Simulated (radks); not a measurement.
Question: Valence configurations of Si+ (all share [Ne]). Calculated with a radial shooting solver on a logarithmic mesh with Libxc functionals: non-relativistic Kohn-Sham, r2SCAN, spin-polarised, spherical densities, point nucleus; open shells are filled with parallel spins first; meta-GGA in the generalised Kohn-Sham scheme. Order these by energy: 3s2 3p1; 3s1.5 3p1.5; 3s1 3p2; 3p3.

Answer: From the lowest, in eV above it: 3s2 3p1 0.000; 3s1.5 3p1.5 2.730; 3s1 3p2 4.472; 3p3 12.466. NIST lists [Ne] 3s2 3p1 as the ground configuration; this level of theory agrees among the configurations tried. The energies are those of spherical high-spin densities, not of single terms.
